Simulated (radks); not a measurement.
Exchange energies: the exact (Fock) value of the Kohn-Sham orbitals and density-functional approximations, as 100 (|E| - |E exact|)/|E exact|, negative where the magnitude is too small. Species: Ba [Xe] 6s2; Br2+ [Ar] 3d10 4s2 4p3; Mg+ [Ne] 3s1. Calculated with a radial shooting solver on a logarithmic mesh with Libxc functionals: non-relativistic Kohn-Sham, exchange-only LDA, spin-polarised, spherical densities, point nucleus. Every spin shell is full or empty, so the densities are truly spherical. Functionals are evaluated on that one density, not self-consistently.

functional             Ba      Br2+       Mg+
exact (hartree)  -188.909  -88.8789  -15.7544
LDA                 -4.64     -5.55     -8.54
PBE                 -0.41     -0.35     -0.41
PBEsol              -2.17     -2.49     -3.60
revPBE              -0.29     -0.16     +0.10
RPBE                -0.24     -0.09     +0.27
PW91                +0.01     +0.08     0.00
OPTX                +1.34     +0.93     +0.08
B86b                0.00     +0.13     +0.26
G96                 +0.37     +0.39     +0.22
EV93                -0.37     +0.09     +1.85
revTPSS             -0.93     -0.75     -0.16
SCAN                +0.13     +0.29     +0.39
MS2                 -0.62     -0.38     +0.34
TASK                -2.22     -2.41     -2.72
MVS                 +0.04     +0.07     -0.07
